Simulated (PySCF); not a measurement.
Give a PBE0-D3(BJ)/def2-SVP geometry of `C/C(=C/C(F)F)CF`.

```
atom  x, y, z in Å
C1    -1.723   -0.836   -0.333
C2    -0.456   -0.083   -0.056
C3     0.740   -0.677   -0.162
C4     2.098   -0.103    0.073
F5     2.941   -0.607   -0.864
F6     2.566   -0.509    1.282
C7    -0.709    1.344    0.329
F8     0.407    2.048    0.689
H9    -2.384   -0.844    0.550
H10   -2.293   -0.365   -1.152
H11   -1.516   -1.876   -0.617
H12    0.772   -1.738   -0.433
H13    2.147    0.991    0.032
H14   -1.196    1.868   -0.515
H15   -1.419    1.363    1.176
```

Any rigid rotation of these coordinates is as good. Atoms count from 1 in this order. Of the pairs four or more bonds apart, F8···H13 is among the closest relative to their van der Waals radii: 2.14 Å, 80 % of the sum of Bondi's values. The C–C distances run from 1.339 Å (C2=C3, drawn double) to 1.500 Å (C1–C2, drawn single), a spread of 0.161 Å.

Bonds between heavy atoms (Å): C1–C2 1.500, C2=C3 1.339, C3–C4 1.493, C4–F5 1.358, C4–F6 1.358, C2–C7 1.499, C7–F8 1.368.

Theory: PBE0-D3(BJ)/def2-SVP geometry optimisation, gas phase in PySCF.

Point group: C1 (no symmetry element, even within 0.4 Å). No frequency check. The numbers are those of one conformer (C2–C3–C4–F5 -141°, C1–C2–C7–F8 175°).
